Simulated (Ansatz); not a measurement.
Ansatz (an electronic-structure program) input (B3LYP-D3(BJ)/def2-TZVP):

Ansatz 0.2 input:
```yaml
crystal:
  periodic: [false, false, false]
  atoms:
    - {symbol: O, position_ang: [0.89412382, -0.44109291, 0.30372526]}
    - {symbol: S, position_ang: [-0.52269358, 0.02395137, 0.61159958]}
    - {symbol: F, position_ang: [-1.36000175, -0.59132324, -0.60323714]}
    - {symbol: F, position_ang: [-0.53908097, 1.50788121, 0.01679426]}
    - {symbol: H, position_ang: [1.54095116, -0.48226505, -0.41974699]}
basis:
  gaussian:
    orbitals: def2-TZVP
hamiltonian:
  xc: b3lyp
  dispersion: d3bj
total_charge: 1
relax: {f_tol: 0.002, max_steps: 150}
```

End of the output:

```
these checks for a lower state are left out or cut short: starts, cluster_reference, orbital_swaps, neighbouring_geometries, increment
integrals: 0.05 GiB planned
778 factors; their error is unknown
mean field: 0.45 GiB planned
mean field -18326.90988446 eV, -673.5015158281 hartree, gradient 1.1e-5 eV, S^2 0.000000; 0 other end points of the search recorded, 0 dependent functions left out
the calculation of the forces begins
reference -18326.91005355 eV, -673.5015220420 hartree; 21, 21 occupied and 115, 115 virtual orbitals, 778 factors
relax step   7: F+E_penalty+E_count = -18327.03035696 eV  Δ(F+E_penalty+E_count) = -2.742e-5 eV  max|allowed force component| = 8.778e-3 eV/Å  Δτ_max = 0.0008 Å  (33 SCF iters, accepted)
these checks for a lower state are left out or cut short: starts, cluster_reference, orbital_swaps, neighbouring_geometries, increment
integrals: 0.05 GiB planned
778 factors; their error is unknown
mean field: 0.45 GiB planned
mean field evaluation 64: about -18326.9099 eV, gradient 1.1e-5 eV
mean field -18326.90988525 eV, -673.5015158572 hartree, gradient 1.1e-5 eV, S^2 0.000000; 0 other end points of the search recorded, 0 dependent functions left out
the calculation of the forces begins
reference -18326.91005433 eV, -673.5015220709 hartree; 21, 21 occupied and 115, 115 virtual orbitals, 778 factors
relax step   8: F+E_penalty+E_count = -18327.03035892 eV  Δ(F+E_penalty+E_count) = -1.958e-6 eV  max|allowed force component| = 1.631e-3 eV/Å  Δτ_max = 0.0002 Å  (33 SCF iters, accepted)
integrals: 0.05 GiB planned
778 factors; their error is unknown
mean field: 0.45 GiB planned
mean field -18326.90988525 eV, -673.5015158572 hartree, gradient 1.1e-5 eV, S^2 0.000000; 1 other end points of the search recorded, 0 dependent functions left out
the calculation of the forces begins
reference -18326.91005433 eV, -673.5015220709 hartree; 21, 21 occupied and 115, 115 virtual orbitals, 778 factors
Total energy: -18327.03052800 eV, -673.5059493966 hartree
Atom 0 at     0.905390    -0.473481     0.398362 Å, force     0.001222    -0.000450    -0.000050 eV/Å
Atom 1 at    -0.516325     0.032603     0.572247 Å, force    -0.001631     0.000578     0.000228 eV/Å
Atom 2 at    -1.277670    -0.602893    -0.601637 Å, force     0.000224     0.000333     0.000152 eV/Å
Atom 3 at    -0.468446     1.461054     0.007676 Å, force    -0.000079    -0.000421    -0.000056 eV/Å
Atom 4 at     1.370348    -0.400132    -0.467513 Å, force     0.000264    -0.000040    -0.000273 eV/Å
Dipole moment:     0.333829    -0.130941     0.000222 e Å
```

It need not be the lowest isomer of its formula.
